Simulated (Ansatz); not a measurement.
Frontier orbitals of CH$_{8}$B$_{2}$N$_{2}$ (`CBNBN`).

```json
{"atom": "C1", "x (Å)": "1.845", "y (Å)": "0.054", "z (Å)": "-1.358"}
{"atom": "B2", "x (Å)": "0.720", "y (Å)": "0.251", "z (Å)": "-0.287"}
{"atom": "N3", "x (Å)": "-0.436", "y (Å)": "-0.548", "z (Å)": "-0.243"}
{"atom": "B4", "x (Å)": "-1.552", "y (Å)": "-0.486", "z (Å)": "0.676"}
{"atom": "N5", "x (Å)": "-1.616", "y (Å)": "0.446", "z (Å)": "1.711"}
{"atom": "H6", "x (Å)": "1.984", "y (Å)": "0.975", "z (Å)": "-1.937"}
{"atom": "H7", "x (Å)": "1.662", "y (Å)": "-0.764", "z (Å)": "-2.062"}
{"atom": "H8", "x (Å)": "2.809", "y (Å)": "-0.126", "z (Å)": "-0.869"}
{"atom": "H9", "x (Å)": "0.836", "y (Å)": "1.119", "z (Å)": "0.539"}
{"atom": "H10", "x (Å)": "-0.510", "y (Å)": "-1.269", "z (Å)": "-0.947"}
{"atom": "H11", "x (Å)": "-2.455", "y (Å)": "-1.264", "z (Å)": "0.542"}
{"atom": "H12", "x (Å)": "-0.898", "y (Å)": "1.128", "z (Å)": "1.886"}
{"atom": "H13", "x (Å)": "-2.391", "y (Å)": "0.485", "z (Å)": "2.347"}
```

Total charge 0; spin multiplicity 1. All single points use the PBE0-D4/def2-TZVP geometry. It is one conformer, not always the lowest. Basis def2-TZVPP, the Gaussian-basis code of Ansatz.

Orbital energies of one run (eV). Highest occupied ones, from the top: -9.94, -11.06, -11.59, -11.88, -12.86, -13.47, -14.01, -14.74, -16.36, -17.33, -17.45, -21.98, -26.29, -27.14. Empty: 1.85, 2.23, 2.62, 2.82, 3.21, 3.87.

(1) Which functional gave them?
A. BHLYP
B. LC-ωPBE
C. CAM-B3LYP
D. ωB97M-V

Answers

(1) D. HOMO energies: ωB97M-V -9.94, BHLYP -8.81, LC-ωPBE -10.40, CAM-B3LYP -8.99 eV.

LC-ωPBE has ω = 0.4 bohr⁻¹.
